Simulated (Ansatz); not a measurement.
FH5N2Si (`N[SiH](N)F`), 9 atoms. Total charge 0; spin multiplicity 1. All runs use 2 threads of a server CPU on a shared host. Correlated methods freeze the cores.

(1) Give the basis size and wall time and peak host memory of each of these runs in Ansatz. RKS PBE0-D4/def2-TZVP relaxation (8 steps); RKS PBE-D4/def2-TZVPP energy and forces; RKS PBE0-D4/def2-QZVPP energy; RKS ωB97M-V/def2-QZVPP energy; RKS ωB97M-V/def2-SVP energy; RKS B97M-V/def2-TZVPP energy; RKS B3LYP-D4/def2-TZVPP energy and forces; RHF-MP2/def2-QZVPP energy; direct RPA on PBE orbitals/def2-TZVPP energy; RKS PBE0-D4/def2-TZVP frequencies; RKS PBE0-D4/def2-SVP energy; RHF-CCSD(T)/def2-SVP energy. (Estimate.)

Results:

(1) Ansatz gave: Other jobs shared the machine, so times are rough.

```json
{"level": "RKS PBE0-D4/def2-SVP", "job": "energy", "functions": "85", "wall time": "0.95 s", "peak host memory (GiB)": "0.17"}
{"level": "RKS PBE-D4/def2-TZVPP", "job": "energy and forces", "functions": "205", "wall time": "2.7 s", "peak host memory (GiB)": "0.23"}
{"level": "RHF-CCSD(T)/def2-SVP", "job": "energy", "functions": "85", "wall time": "3.1 s", "peak host memory (GiB)": "0.29"}
{"level": "RKS B3LYP-D4/def2-TZVPP", "job": "energy and forces", "functions": "205", "wall time": "3.9 s", "peak host memory (GiB)": "0.43"}
{"level": "RKS ωB97M-V/def2-SVP", "job": "energy", "functions": "85", "wall time": "4.1 s", "peak host memory (GiB)": "0.25"}
{"level": "direct RPA on PBE orbitals/def2-TZVPP", "job": "energy", "functions": "205", "wall time": "5.5 s", "peak host memory (GiB)": "0.41"}
{"level": "RKS PBE0-D4/def2-QZVPP", "job": "energy", "functions": "391", "wall time": "8 s", "peak host memory (GiB)": "1"}
{"level": "RKS B97M-V/def2-TZVPP", "job": "energy", "functions": "205", "wall time": "9.5 s", "peak host memory (GiB)": "0.29"}
{"level": "RKS ωB97M-V/def2-QZVPP", "job": "energy", "functions": "391", "wall time": "18 s", "peak host memory (GiB)": "1.2"}
{"level": "RHF-MP2/def2-QZVPP", "job": "energy", "functions": "391", "wall time": "19 s", "peak host memory (GiB)": "1.7"}
{"level": "RKS PBE0-D4/def2-TZVP", "job": "relaxation (8 steps)", "functions": "160", "wall time": "27 s", "peak host memory (GiB)": "0.33"}
{"level": "RKS PBE0-D4/def2-TZVP", "job": "frequencies", "functions": "160", "wall time": "110 s", "peak host memory (GiB)": "0.35"}
```

B3LYP here is the variant with VWN-RPA as its local correlation; programs differ in this.
